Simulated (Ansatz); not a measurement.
CH5GeO (`[CH2][GeH2][OH]`) radical at its PBE0-D4/def2-TZVP geometry, where that method's forces vanish. The species carries charge 0 and has multiplicity 2.

```
atom   x (Å)   y (Å)   z (Å)
  C1   0.294  -1.254   0.672
 Ge2   0.280   0.414  -0.253
  O3  -1.450   0.843  -0.341
  H4   1.208  -1.788   0.904
  H5  -0.635  -1.713   0.992
  H6   0.860   0.307  -1.683
  H7   1.051   1.520   0.505
  H8  -1.607   1.672  -0.796
```

Problem. For each bond, give half the difference of the two atoms' forces along it (eV/Å; positive pushes the atoms apart) under PBE-D4, r2SCAN-D4, B3LYP-D4, ωB97M-V in def2-TZVPP. (Estimate.)

Solution. The calculation gave: 
```tsv
bond	length (Å)	PBE-D4	r2SCAN-D4	B3LYP-D4	ωB97M-V
C1–Ge2	1.908	-0.06	0.01	0.13	0.09
C1–H4	1.084	0.12	-0.01	-0.09	-0.08
C1–H5	1.084	0.12	-0.02	-0.10	-0.09
Ge2–O3	1.784	0.37	0.07	0.25	0.12
Ge2–H6	1.546	0.04	-0.05	-0.06	-0.12
Ge2–H7	1.546	0.04	-0.05	-0.06	-0.12
O3–H8	0.959	0.37	0.05	-0.03	-0.06
```

B3LYP here is the variant with VWN-RPA as its local correlation; programs differ in this.

Program: Ansatz 0.2.0.
